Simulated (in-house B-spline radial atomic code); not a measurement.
## Ionising Re2+ with different functionals

Computed with a radial B-spline atomic code at the basis-set limit: scalar-relativistic (spin-free X2C) Hamiltonian, Fermi nucleus of rms radius 5.3698 fm, spin-polarised at highest spin, spherical fractional occupations for the functionals, and exact exchange of hybrids averaged over the configuration. The ionisation energy is the difference of two self-consistent energies, [Xe] 4f14 5d5 → [Xe] 4f14 5d4, without Breit or QED terms; ε is the level of the shell that loses the electron (its least bound occupied spin orbital). There is no spin-orbit coupling in this Hamiltonian.

```tsv
method	rung	ΔSCF (eV)	-ε(5d) (eV)
PBE0	global hybrid	28.32	24.22
B3LYP	global hybrid	28.20	23.76
TPSSh	global hybrid	28.29	23.22
M06-2X	global hybrid	?	?
BHandHLYP	global hybrid	27.95	25.47
r2SCAN0	global hybrid	28.54	24.46
B97-1	global hybrid	28.08	23.72
HSE06	range-separated hybrid	28.30	23.79
wB97X	range-separated hybrid	27.79	26.32
CAM-B3LYP	range-separated hybrid	28.09	25.45
LC-wPBE	range-separated hybrid	?	?
```

Question: What does LC-wPBE give?

Answer: ΔSCF 28.11 eV, and -ε(5d) = 26.94 eV.

Question: What does M06-2X give?

Answer: ΔSCF 27.83 eV, and -ε(5d) = 25.62 eV.

Question: Among the functionals, which spreads more, the ΔSCF values or the orbital energies?

Answer: The orbital energies: ΔSCF values span about 0.75 eV and the orbital energies 3.71 eV; here energy differences depend much less on the functional than eigenvalues do.

Question: How do they compare with the NIST value?

Answer: NIST lists 27 eV ± 1.6 (tabulated theory, ground level to ground level). Errors run from +0.79 to +1.54 eV; all lie within about twice that uncertainty, so the table can't rank the methods.
